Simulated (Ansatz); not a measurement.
Program: Ansatz. Geometries: PBE0-D4/def2-TZVP. ΔE: electronic, gas phase. CCSD(T)/CBS adds triple-zeta CCSD(T) − MP2 to the extrapolated MP2 energy (def2 sets, frozen cores). Double bonds are as drawn, so ΔE can hold a change between cis and trans. DFT in def2-TZVPP. B3LYP here is the variant with VWN-RPA as its local correlation; programs differ in this. For Zn outer-core shells are correlated without core-valence functions, which leaves a few kJ/mol of doubt a bond. Scalar relativity is left out up to krypton. One conformer a species, not always the lowest.

Reaction (formal exchange of groups at a B–Zn bond): `[BH2][Zn][CH2]C` + `C/C(Cl)=C\Cl` → `B/C(C)=C/Cl` + `C[CH2][Zn][Cl]`

`[BH2][Zn][CH2]C`:

```xyz
11

B     2.374   -1.760   -0.680
Zn    0.759   -0.460   -0.545
C    -0.767    0.772   -0.415
C    -1.416    0.869    0.966
H     3.354   -1.656    0.006
H     2.407   -2.680   -1.451
H    -0.427    1.764   -0.736
H    -1.514    0.467   -1.157
H    -1.805   -0.096    1.305
H    -0.708    1.209    1.728
H    -2.257    1.571    0.979
```

`C/C(Cl)=C\Cl`:

Cartesian coordinates in Å:
```
C -0.134 0.750 0.873
C -0.399 -0.166 -0.261
Cl -2.068 -0.316 -0.704
C 0.478 -0.872 -0.964
Cl 2.168 -0.842 -0.660
H 0.932 0.793 1.092
H -0.492 1.756 0.638
H -0.669 0.413 1.765
H 0.185 -1.517 -1.780
```

`B/C(C)=C/Cl`:

```xyz
11

B    -1.374   -0.845    0.188
C    -0.056   -0.070    0.093
C     0.388    0.686   -1.122
C     0.690   -0.120    1.209
Cl    2.208    0.655    1.384
H    -1.647   -1.423    1.201
H    -2.134   -0.882   -0.736
H    -0.354    0.619   -1.916
H     0.554    1.743   -0.892
H     1.337    0.298   -1.504
H     0.387   -0.660    2.097
```

`C[CH2][Zn][Cl]`:

```xyz
9

C     0.935    0.024   -0.725
C    -0.545    0.072   -0.358
Zn   -0.932   -0.112    1.534
Cl   -1.350   -0.313    3.594
H     1.078    0.133   -1.806
H     1.400   -0.922   -0.434
H     1.504    0.823   -0.244
H    -0.993    1.015   -0.686
H    -1.096   -0.720   -0.875
```

(1) Is it downhill or uphill in electronic energy at CCSD(T)/CBS, and by how much? (Estimate.)

(2) What do these levels give: PBE-D4, PBE0-D4, B3LYP-D4, ωB97M-V, PBE0, B3LYP, HF/def2-TZVPP, MP2/def2-TZVPP, CCSD/def2-TZVPP, MP2/def2-QZVPP, SCS-MP2/def2-QZVPP, HF/CBS(def2)? (An estimate is asked.)

Largest T1 diagnostic among the species: 0.013.

Answers

(1) The calculation gave: Downhill: ΔE = -64.5 kcal/mol.

(2) Ansatz gave: PBE-D4 -61.6, PBE0-D4 -63.4, B3LYP-D4 -64.1, ωB97M-V -63.4, PBE0 -63.5, B3LYP -64.2, HF/def2-TZVPP -70.0, MP2/def2-TZVPP -65.0, CCSD/def2-TZVPP -64.0, MP2/def2-QZVPP -65.8, SCS-MP2/def2-QZVPP -65.1, HF/CBS(def2) -70.6 kcal/mol.

In def2-TZVPP, CCSD(T) changes the Hartree–Fock value by +6.6 kcal/mol (the triples alone add +0.6 kcal/mol) and MP2 by +5.0 kcal/mol. From PBE to PBE0 (25 % exact exchange), in def2-TZVPP and without D4, ΔE moves by −1.9 kcal/mol.
